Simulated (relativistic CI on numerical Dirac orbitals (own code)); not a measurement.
Calculated at this level of theory: Dirac-Coulomb-Breit CI, separate exchange-only KLI orbitals for each configuration, a model potential for QED, unscaled Slater integrals (own radial code, finite nucleus).

The strongest absorption lines from the ground level of an ion, among the configurations computed and to levels below about 1020 eV (vacuum wavelength in Å, gf): 13.489 (0.0056), 20.632 (0.0069), 20.844 (0.027), 21.388 (0.0052), 25.244 (0.81), 25.308 (1.4), 26.470 (0.63), 27.891 (0.15).

(1) Which ion is it?
A. Ac LXVII
B. W LII
C. Tm XLVII
D. Au LVII

## Answers

(1) D. Au LVII has 23 electrons and the ground level 3s²3p⁶3d⁵ ²D5/2; the strongest line goes to 3s²3p⁵3d⁶ ²D°5/2. The pattern of lines fixes the number of electrons, and along that sequence the line energies rise steadily with the charge (about as its square where n changes within one kind of shell, about linearly where n is kept but much faster in heavy ions where fine structure, which grows about as Z⁴, sets the gap, and irregularly where shells cross), which fixes Z. Configurations outside the model, such as inner-shell arrays, can give stronger lines. At this charge energies of transitions that change n are usually good to better than 1 %, and those within a shell (Δn = 0) to a few per cent.

LS names give the leading component of a level, which can be under half, so a name can repeat, a term be missing and a line seem to break the LS rules.
